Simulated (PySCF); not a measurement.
Ar (argon, neutral) across methods

[Ar], closed-shell 1S. All numbers are calculated (PySCF 2.14, scalar relativity by spin-free X2C-1e, in aug-cc-pCVQZ-DK (10s9p7d5f3g, 134 functions)).

```csv
method,E (hartree),mean ε 2p (eV),mean ε 3s (eV),mean ε 3p (eV),Σ⟨r²⟩ (bohr²),⟨S²⟩
LDA,-527.7454,-229.78,-24.261,-10.388,26.25,0.000
B3LYP,-529.3888,-236.40,-26.641,-11.655,26.17,0.000
r2SCAN,-529.3346,-233.09,-25.398,-10.712,25.94,0.000
PBE,-529.1702,-229.79,-24.282,-10.270,26.18,0.000
M06-2X,-529.3736,-245.56,-29.499,-13.524,26.02,0.000
PBE0,-529.2081,-237.71,-27.225,-11.962,25.99,0.000
UHF,-528.62603,-260.53,-35.006,-16.065,25.98,0.000
wB97M-V,-529.3332,-239.98,-29.919,-14.386,26.22,0.000
```
